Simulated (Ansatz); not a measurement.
A short molecular-dynamics run on TiCl3.

```yaml
crystal:
  periodic: [false, false, false]
  atoms:
    - {symbol: Ti, position_ang: [0.000024, 0.000033, 0.007951]}
    - {symbol: Cl, position_ang: [2.187417, -0.025612, 0.017220]}
    - {symbol: Cl, position_ang: [-1.071551, 1.906993, -0.016668]}
    - {symbol: Cl, position_ang: [-1.115891, -1.881413, -0.008503]}
basis:
  gaussian: {orbitals: "6-31G*"}
magnetization: {spin_polarized: true, initial_magnetization: 1}
hamiltonian: {xc: {name: PBE}}
md: {timestep: 1 fs, n_steps: 15, ensemble: nvt_langevin, temperature: 1500, initial_velocities: maxwell_boltzmann, friction: 0.01, seed: 630}
scf: {omitted_lower_state_checks: [starts]}
```

```sh
$ ansatz run in.yaml --threads 4 --pin off --events-out ev --progress --plain --max-ram 3916MiB
```

```
step  time (fs)  potential energy (eV)  kinetic (eV)  T (K)
   0        0.0            -60664.1358        0.5817   1125
   1        1.0            -60664.1339        0.6073   1175
   2        2.0            -60664.1300        0.5170   1000
   3        3.0            -60664.1241        0.5806   1123
   4        4.0            -60664.1163        0.5862   1134
   5        5.0            -60664.1078        0.6131   1186
   6        6.0            -60664.0988        0.5820   1126
   7        7.0            -60664.0896        0.4726    914
   8        8.0            -60664.0803        0.5074    981
   9        9.0            -60664.0712        0.4740    917
  10       10.0            -60664.0636        0.4295    831
  11       11.0            -60664.0591        0.3978    769
  12       12.0            -60664.0568        0.3140    607
  13       13.0            -60664.0552        0.3705    717
  14       14.0            -60664.0551        0.3819    739
  15       15.0            -60664.0568        0.3903    755
```

Velocities are drawn at the set temperature; a run this short doesn't reach equilibrium. Under Langevin dynamics the printed temperature counts 3N degrees of freedom, so it starts below the set value.

The 6-31G sets use Cartesian d functions.

Frames (Å, forces in eV/Å):

```xyz
4
time=0.0 fs
Ti    0.000    0.000    0.008    0.000    0.000   -0.005
Cl    2.187   -0.026    0.017    0.150   -0.002    0.003
Cl   -1.072    1.907   -0.017   -0.073    0.131    0.001
Cl   -1.116   -1.881   -0.009   -0.076   -0.129    0.001
4
time=1.0 fs
Ti    0.003   -0.005    0.015   -0.112    0.154   -0.010
Cl    2.184   -0.027    0.010    0.256   -0.014    0.004
Cl   -1.066    1.909   -0.019   -0.035    0.063    0.004
Cl   -1.123   -1.875   -0.007   -0.109   -0.203    0.003
4
time=2.0 fs
Ti    0.005   -0.011    0.021   -0.206    0.315   -0.014
Cl    2.180   -0.028    0.003    0.358   -0.026    0.004
Cl   -1.060    1.910   -0.022   -0.002    0.002    0.007
Cl   -1.130   -1.868   -0.005   -0.151   -0.291    0.003
4
time=3.0 fs
Ti    0.008   -0.018    0.027   -0.311    0.495   -0.016
Cl    2.176   -0.029   -0.002    0.468   -0.039    0.002
Cl   -1.056    1.911   -0.025    0.039   -0.073    0.011
Cl   -1.137   -1.862   -0.001   -0.196   -0.383    0.003
4
time=4.0 fs
Ti    0.010   -0.026    0.032   -0.422    0.682   -0.019
Cl    2.172   -0.030   -0.009    0.570   -0.052    0.000
Cl   -1.052    1.913   -0.028    0.088   -0.163    0.016
Cl   -1.146   -1.857    0.002   -0.236   -0.467    0.003
4
time=5.0 fs
Ti    0.013   -0.033    0.037   -0.511    0.855   -0.021
Cl    2.170   -0.030   -0.016    0.650   -0.065   -0.004
Cl   -1.048    1.914   -0.032    0.134   -0.249    0.022
Cl   -1.155   -1.851    0.005   -0.272   -0.542    0.003
4
time=6.0 fs
Ti    0.015   -0.039    0.041   -0.574    1.009   -0.023
Cl    2.169   -0.030   -0.023    0.712   -0.076   -0.008
Cl   -1.044    1.915   -0.036    0.171   -0.319    0.028
Cl   -1.165   -1.844    0.007   -0.309   -0.614    0.002
4
time=7.0 fs
Ti    0.018   -0.045    0.045   -0.640    1.131   -0.023
Cl    2.167   -0.030   -0.030    0.782   -0.086   -0.012
Cl   -1.039    1.914   -0.039    0.198   -0.370    0.033
Cl   -1.174   -1.838    0.008   -0.340   -0.675    0.001
4
time=8.0 fs
Ti    0.021   -0.051    0.049   -0.720    1.232   -0.022
Cl    2.166   -0.031   -0.037    0.856   -0.095   -0.017
Cl   -1.034    1.914   -0.042    0.225   -0.419    0.039
Cl   -1.183   -1.833    0.009   -0.360   -0.718    0.001
4
time=9.0 fs
Ti    0.023   -0.058    0.052   -0.790    1.323   -0.022
Cl    2.165   -0.032   -0.043    0.918   -0.104   -0.023
Cl   -1.030    1.913   -0.045    0.250   -0.466    0.045
Cl   -1.193   -1.829    0.010   -0.378   -0.753    0.000
4
time=10.0 fs
Ti    0.025   -0.063    0.055   -0.851    1.392   -0.023
Cl    2.165   -0.034   -0.048    0.964   -0.111   -0.027
Cl   -1.026    1.913   -0.049    0.273   -0.507    0.050
Cl   -1.203   -1.824    0.010   -0.386   -0.774    0.000
4
time=11.0 fs
Ti    0.028   -0.067    0.058   -0.898    1.423   -0.024
Cl    2.166   -0.036   -0.054    0.984   -0.117   -0.031
Cl   -1.023    1.912   -0.052    0.292   -0.538    0.055
Cl   -1.213   -1.820    0.011   -0.377   -0.768    0.000
4
time=12.0 fs
Ti    0.030   -0.070    0.061   -0.942    1.422   -0.025
Cl    2.167   -0.038   -0.060    0.994   -0.121   -0.035
Cl   -1.020    1.910   -0.053    0.305   -0.556    0.059
Cl   -1.223   -1.817    0.011   -0.357   -0.745    0.001
4
time=13.0 fs
Ti    0.031   -0.073    0.064   -0.965    1.426   -0.027
Cl    2.168   -0.040   -0.066    0.985   -0.125   -0.037
Cl   -1.017    1.910   -0.054    0.318   -0.578    0.063
Cl   -1.233   -1.814    0.012   -0.339   -0.723    0.001
4
time=14.0 fs
Ti    0.032   -0.077    0.068   -0.959    1.429   -0.032
Cl    2.170   -0.043   -0.071    0.946   -0.129   -0.038
Cl   -1.015    1.909   -0.055    0.331   -0.601    0.068
Cl   -1.244   -1.812    0.013   -0.318   -0.698    0.002
4
time=15.0 fs
Ti    0.032   -0.080    0.072   -0.956    1.401   -0.040
Cl    2.173   -0.046   -0.075    0.897   -0.133   -0.037
Cl   -1.013    1.908   -0.058    0.342   -0.617    0.073
Cl   -1.255   -1.810    0.014   -0.283   -0.651    0.004
```

Hardware: 4 threads of Arm Neoverse V1 on a shared host. Wall time 33 s.
